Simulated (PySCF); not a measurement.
Cl2Sr, charge +1, multiplicity 2. Atoms are numbered in the order given.

```xyz
3

Sr     0.0000     0.0000    -1.0802
Cl     0.0000     1.3658     1.2072
Cl     0.0000    -1.3658     1.2072
```
Charge +1, spin multiplicity 2.

Geometry optimised at B3LYP-D3(BJ)/def2-TZVP. The spin state was assumed, not searched. The isomer is the one that the SMILES or the coordinates give; other isomers of the formula were not compared. The def2 effective core potentials stand for the cores of Sr; spin–orbit coupling is left out.

Level of theory: B3LYP/def2-TZVPD in PySCF.

Gas-phase values at a fixed geometry.

total energy: -951.02415 hartree
point group: C2v
α spin, highest occupied and lowest empty level: -12.41 and -7.01 eV
β spin, highest occupied and lowest empty level: -12.60 and -9.53 eV
dipole moment about the centre of nuclear charge: 9.68 D
mean static polarisability: 58.6 bohr³ (8.69 Å³)
polarisability, principal values: 36.8, 55.5, 83.5 bohr³
⟨S²⟩: 0.755 (pure state 0.75)
